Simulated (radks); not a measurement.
Values are calculated unless marked as measured or tabulated.
The platinum anion Pt- inside a hard spherical wall (all orbitals vanish at R), configuration held at [Xe] 4f14 5d9 6s2 and not refilled when levels cross. Level of theory: scalar-relativistic Kohn-Sham, PBE, spin-polarised, spherical densities, finite nucleus; open shells are filled with parallel spins first (spin-orbit coupling, left out, can overturn this in heavy ions); Fermi nuclear charge, rms radius 5.427 fm (a radial shooting solver on a logarithmic mesh with Libxc functionals). Eigenvalues in eV for spin up, with the zero of energy where the potential of the charges vanishes at infinity; a dash marks a level that is unbound or too diffuse for the functional's potential to be trusted. A positive occupied level is held by the wall or, in an anion where self-interaction has pushed it up, behind a barrier. The pressure on the wall is -dE/dV.

R (bohr)  E (hartree)  kinetic (hartree)    e(4f)    e(5p)   e(5d)   e(6s)  e(7s, empty)  e(6p, empty)  pressure (GPa)
20        -18409.7763          20521.380  -63.520  -49.581   0.288   0.288         2.359         2.476        < 0.0001
12        -18409.7757          20521.385  -63.437  -49.497   0.372   0.362         4.287         3.690         0.00681
10        -18409.7738          20521.398  -63.294  -49.351   0.513   0.488         5.767         4.263          0.0427
8         -18409.7646          20521.451  -62.860  -48.913   0.930   0.875         8.928         5.316           0.351
7         -18409.7488          20521.535  -62.336  -48.390   1.418   1.351        12.032         6.309            1.17
6         -18409.7064          20521.744  -61.288  -47.360   2.361   2.326        17.489         8.069            4.46
5         -18409.5778          20522.327  -59.011  -45.179   4.333   4.543        28.141        11.636            20.7
3.5       -18408.4709          20526.768  -47.991  -35.300  13.622  17.151        76.376        29.709             358
2.5       -18403.1143          20546.659  -21.226  -13.367  37.889  59.922        202.19        85.381            4690
1.5       -18342.8302          20747.721   96.061   103.24  182.48  369.62        868.55        435.68          199000
